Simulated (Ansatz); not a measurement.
Problem. Name a neutral molecule of C, N, O, Si and H with HOMO energy (PBE0/def2-TZVPP) between -7.05 and -6.75 eV and size of the dipole moment (ωB97M-V/def2-TZVPP) between 0.90 and 1.20 D (Ansatz, PBE0-D4/def2-TZVP geometry).

Solution. `N[SiH2]C1O[SiH2]1` (-7.04 eV, 1.11 D); `NC1O[SiH2]1` (-7.04 eV, 1.08 D); `OC1=N[SiH]1O` (-6.99 eV, 1.09 D); `C=C/N=C/O[SiH3]` (-6.88 eV, 0.92 D); `N[C@H]1O[Si@@H]1[SiH3]` (-6.90 eV, 0.98 D); `C[SiH]1N=C[SiH2]O1` (-6.89 eV, 0.92 D). Other molecules can fit too; these were computed, each in one conformer that needn't be the lowest.
